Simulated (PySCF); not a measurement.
C4H10NOSi2 (doublet state).
Z-matrix (Å and degrees, GFN2-xTB geometry), rows numbered from 1:
```
O 
C   1  1.2016
C   2  1.4727  1  125.12
C   3  1.3096  2  124.71  1  -179.28
Si  4  1.8512  3  143.19  2    -0.99
N   5  1.7291  4  118.33  3    23.76
C   6  1.4437  5  125.51  4    80.02
Si  7  1.9190  6  114.75  5   -91.23
H   2  1.1073  1  121.84  3  -179.95
H   3  1.0867  2  113.38  1     0.62
H   5  1.4624  4  107.19  3   -93.17
H   5  1.4615  4  107.42  3   141.45
H   6  1.0096  5  118.00  4   -73.11
H   7  1.0910  6  107.59  5    31.24
H   7  1.0961  6  108.31  5   146.40
H   8  1.4610  7  108.74  6    62.29
H   8  1.4644  7  107.85  6   -57.83
H   8  1.4616  7  107.48  6  -176.95
```

The hyperfine couplings belong to this conformer and change with its torsions.

Identity: `O=C/C=[C]\[SiH2]NC[SiH3]` [radical].

Level of theory: PySCF, UKS B3LYP, pcH-1 on C H N O Si, non-relativistic, mean-field spin-orbit, GIAO. One conformer (not necessarily the lowest) at the GFN2-xTB geometry, without solvent, vibrations or thermal averaging. A GFN2-xTB geometry isn't a minimum of the functional, and hyperfine couplings can be far from their values at a DFT geometry. The SCF solution wasn't tested for stability.

Problem. The isotropic 13C couplings are +177.1, +94.0, -37.6, -2.9 MHz. Assign them to C2; C3; C4; C7.

Solution. 
```csv
site,a_iso (MHz),ρ(0) (bohr⁻³),position,distance from C4 (Å),spin population,largest |T| (MHz)
C2,+94.0,+0.0836,2 bonds from C4,2.47,+0.06,10.9
C3,-37.6,-0.0335,1 bond from C4,1.31,-0.15,15.2
C4,+177.1,+0.1576,largest spin population,0.00,+0.93,132.8
C7,-2.9,-0.0026,3 bonds from C4,3.91,0.00,1.2
```

Problem. Match the computed a_iso(29Si) values -18.3, -2.3 MHz with the sites Si5; Si8.

Solution. 
```
site  a_iso (MHz)  ρ(0) (bohr⁻³)         position  distance from C4 (Å)  spin population  largest |T| (MHz)
 Si5        -18.3        +0.0206   1 bond from C4                  1.85            +0.01                8.2
 Si8         -2.3        +0.0026  4 bonds from C4                  4.23            +0.01                1.6
```

ρ(0) is the spin density at the nucleus and T the dipolar tensor; a_iso includes a spin–orbit part; entries for several nuclei are means. The largest Mulliken spin populations are on C4 (+0.93), C3 (-0.15), N6 (+0.08) and H10 (+0.06). C4 is the only atom above +0.15.

The spin density at the nucleus, in bohr⁻³, is negative for C3 (-0.0335), C7 (-0.0026) and O1 (-0.0015), for instance. A restricted open-shell determinant has no negative spin density anywhere; here it arises because α and β orbitals differ (spin polarisation).

Class means assume fast exchange of nuclei equivalent by connectivity; if that motion is slow, each nucleus keeps its own coupling. The 1H value of +6.0 MHz is a mean of couplings from 0.2 to 11.7 MHz in this one geometry, not an average over conformers.
